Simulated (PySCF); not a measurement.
# Radial density of Bi⁺ (bismuth, charge +1)

r2SCAN, [Xe] 4f14 5d10 6s1 6p3, high-spin 5S determinant (an excited configuration). Computed with PySCF 2.14 in ANO-RCC-VTZP, with scalar relativity by spin-free X2C-1e.

```tsv
r (bohr)	4πr²ρ (e/bohr)	4πr²(ρα − ρβ)
0.0188	102.2	0.0186
0.0317	127.9	0.0431
0.0532	155.8	0.0142
0.0896	122.9	0.0025
0.151	143.9	0.0576
0.253	83.99	0.0807
0.426	85.21	-0.0068
0.717	29.41	0.3781
1.21	15.46	0.0827
2.03	3.709	2.0166
3.41	0.9010	0.8717
5.74	0.03759	0.0376
9.65	0.0006280	0.0006
```

Densities and radii are taken from the X2C orbitals without a picture-change correction, which distorts them close to the nucleus.

Spin-orbit coupling, which splits the p, d and f shells strongly at this Z, is absent. Spin-orbit coupling is strong in this species (close to jj coupling), so the high-spin LS determinant is a model state, not a physical level.

Where is the radial spin density 4πr²(ρα − ρβ) most negative, and why is it negative at all?

Around r = 0.426 bohr, down to -0.0068 e/bohr: exchange with the open shell polarises the paired shells in an unrestricted calculation.
